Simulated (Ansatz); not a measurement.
Relaxation of BrGaH6OSi (10 atoms, charge 0, multiplicity 1), to a largest force component of 0.03 eV/Å in at most 50 steps.

Theory: UKS revPBE/def2-SVP in Ansatz 0.2.0.

```xyz
10
Properties=species:S:1:pos:R:3
Ga -0.446 -1.711 0.265
Br 2.773 -1.163 -1.513
H -0.813 -2.713 -0.885
H -0.187 -1.910 1.808
H 1.586 -0.278 -1.406
O -0.386 0.052 -0.341
Si -0.583 1.569 0.364
H 0.525 1.893 1.338
H -0.575 2.601 -0.732
H -1.895 1.660 1.103
```

Task: Where does it end, and by what steps?

Result: The forces met the threshold. After 16 steps the energy has fallen by 1.023 eV; Br2 moved furthest, 1.01 Å. Parted: Br2–H5 (1.48 → 2.63 Å). Joined: Ga1–Br2 (3.72 → 2.40 Å), H5–O6 (2.27 → 0.99 Å).

| step | energy less start (eV) | largest force component (eV/Å) | accepted |
| --- | --- | --- | --- |
| 0 | 0.0000 | 0.663 | yes |
| 1 | -0.0480 | 0.130 | yes |
| 2 | -0.0665 | 0.427 | yes |
| 3 | -0.0843 | 0.359 | yes |
| 4 | -0.1459 | 0.516 | yes |
| 5 | -0.2350 | 0.950 | yes |
| 6 | -0.3800 | 1.068 | yes |
| 7 | -0.5961 | 1.925 | yes |
| 8 | -0.7718 | 0.770 | yes |
| 9 | -0.9199 | 1.814 | yes |
| 10 | -0.9874 | 0.222 | yes |
| 11 | -0.9998 | 0.201 | yes |
| 12 | -1.0095 | 0.206 | yes |
| 13 | -1.0155 | 0.087 | yes |
| 14 | -1.0210 | 0.064 | yes |
| 15 | -1.0224 | 0.037 | yes |
| 16 | -1.0226 | 0.011 | yes |

```xyz
10
Properties=species:S:1:pos:R:3
Ga 0.147 -1.900 0.020
Br 2.304 -1.920 -1.031
H -0.983 -2.550 -0.864
H 0.218 -1.761 1.592
H 0.847 0.275 -1.045
O -0.006 0.220 -0.555
Si -0.518 1.633 0.304
H 0.476 1.986 1.373
H -0.643 2.758 -0.681
H -1.842 1.258 0.888
```

Whether the end is a true minimum wasn't checked by a vibrational analysis.

Run time: 78 s on 4 threads of Arm Neoverse N1 (shared host), peak memory 0.24 GiB.
